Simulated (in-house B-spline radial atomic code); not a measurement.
Settings and results of a run for Ge30+. Method: scalar-relativistic (X2C) BHandHLYP, spin-polarised, spherical fractional occupations, Fermi nucleus of rms radius 4.0742 fm. Calculated with a B-spline radial code for spherical atoms.

Command:
```bash
python run_scf.py task.json out
```
Settings (nuclear radius in fm, mass in u):
```
Z                32
configuration    1s2
hamiltonian      x2c
method           bhandhlyp
spin_polarised   True
nucleus          fermi
rms_radius       4.0742
atomic_mass      73.92118
speed_of_light   137.035999084
```

Output (hartree, bohr):
```
 radial grid: 54 intervals, B-splines of order 8, outer radius 0.9772 bohr

 iter        energy (Eh)    residual
    1       -1017.355137    1.01e+00
    2       -1017.839554    7.68e-03
    3       -1017.839567    3.82e-03
    4       -1017.839570    1.90e-03
    5       -1017.839571    1.30e-05
    6       -1017.839571    2.64e-07

 total energy                     -1017.83957
 kinetic                            1046.7956
 electron-nucleus                  -2085.0094
 Hartree                              40.7661
 exact exchange                      -10.1915
 exchange-correlation                -10.2003

 orbital      occ     eigenvalue          <r>       <r^2>       <1/r>       r_max
 1s up      1.000      -495.0103    0.0462029  0.00287651     33.2284     0.03019
 1s down    1.000      -495.0103    0.0462029  0.00287651     33.2284     0.03019
```

Run time, properties included: 0.08 s on 1 thread of Arm Neoverse V1, with other jobs on the host.

One-electron X2C: radii and densities carry no picture-change correction, so inner-shell <1/r> comes out high (for 1s by about 2 % at Z = 33, 5 % at 54, 10 % at 75, 30 % at 118) and <r> low.
